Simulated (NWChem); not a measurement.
System: MgNH$_{3}$O; SMILES [NH2][Mg][OH]

Input file for NWChem:

```
start job
memory heap 200 mb stack 900 mb global 1100 mb
geometry units angstroms noautoz
  Mg    -0.397307     0.147971    -0.000958
  O     -0.297179     1.912210    -0.000532
  H     -0.436752     2.852545     0.002681
  N     -0.448945    -1.738260    -0.001763
  H     -0.456954    -2.343259    -0.817746
  H     -0.473730    -2.342528     0.814416
end
basis spherical
  Mg library def2-svp
  O library def2-svp
  H library def2-svp
  N library def2-svp
end
dft
  xc hfexch
  iterations 150
  mulliken
end
task dft energy
```

Geometry: optimised at PBE0/def2-SVP.

Q: What results follow from this input? (Hartree-Fock/def2-SVP.) Quantities: energy (Ha); highest occupied level (eV); orbital gap (eV); dipole (D).

A: 
```json
{
 "energy (Ha)": "-330.55",
 "highest occupied level (eV)": "-9.54",
 "orbital gap (eV)": "10.82",
 "dipole (D)": "0.46"
}
```
